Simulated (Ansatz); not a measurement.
Compare A (`C=C(N)S[SiH3]`) with its isomer B (`SC[SiH]1CN1`).

Computed with Ansatz on PBE0-D4/def2-TZVP structures; ΔE is electronic, products minus reactants. CBS: MP2 limit from def2 TZ/QZ plus the TZ coupled-cluster correction, frozen cores. DFT in def2-TZVPP. B3LYP here is the variant with VWN-RPA as its local correlation; programs differ in this. One conformer a species, not always the lowest.

A:

Z-matrix (Å, degrees):
```
Si
S 1 2.145
H 1 1.483 2 110.7
H 1 1.485 2 113.1 3 -123.9
H 1 1.485 2 103.7 3 118.6
C 2 1.773 1 99.1 3 50.1
N 6 1.388 2 114.1 1 45.0
C 6 1.333 2 120.4 1 -133.0
H 7 1.009 6 114.4 2 44.0
H 7 1.010 6 114.2 2 175.4
H 8 1.080 6 120.9 2 6.6
H 8 1.084 6 120.7 2 -174.2
```

B:

```xyz
12

S     1.854    0.320    1.903
C     0.721   -0.901    1.175
Si    0.280   -0.302   -0.531
C    -1.418    0.017   -1.133
N    -0.625    1.158   -0.559
H     1.072    1.391    1.678
H     1.280   -1.838    1.125
H    -0.150   -1.056    1.813
H     1.358   -0.539   -1.518
H    -1.588    0.031   -2.209
H    -2.318   -0.221   -0.570
H    -0.468    1.939   -1.177
```

(1) Which isomer does CCSD(T)/CBS put lower? Give the gap. (An estimate is asked.)

(2) Give E(B) − E(A) in kJ/mol with CCSD/def2-TZVPP, B3LYP, ωB97M-V, PBE-D4, CCSD(T)/def2-TZVPP, B2PLYP, PBE0-D4. (Best estimate.)

Largest T1 diagnostic: 0.012.

## Answers

(1) Computed: A, by 59.9 kJ/mol.

(2) Ansatz gave: CCSD/def2-TZVPP 59.7, B3LYP 69.3, ωB97M-V 55.9, PBE-D4 61.5, CCSD(T)/def2-TZVPP 60.8, B2PLYP 65.8, PBE0-D4 58.2. None reverses the order clearly.

In def2-TZVPP, CCSD(T) changes the Hartree–Fock value by −21.5 kJ/mol (the triples alone add +1.0 kJ/mol) and MP2 by −24.1 kJ/mol. The D4 term adds +3.3 kJ/mol with B3LYP and +1.6 kJ/mol with PBE0; it sums over pairs of atoms, weighted by their polarisabilities, and B3LYP, whose exchange is more repulsive, gets the larger term.
